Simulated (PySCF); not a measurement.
A structure optimised at B3LYP-D3(BJ)/def2-SVP, used in a PySCF frequency run:

```
Zn
N 1 1.8324
H 2 1.0209 1 114.79
H 2 1.0209 3 106.65 1 128.34
I 1 2.4470 2 174.57 3 -117.94
```

Question: Write its SMILES, formula and point group.

Answer: [NH2][Zn][I], H2INZn, Cs

Question: What are its rotational constants (standard atomic weights)?

Answer: 286.35, 1.1480, 1.1455 GHz
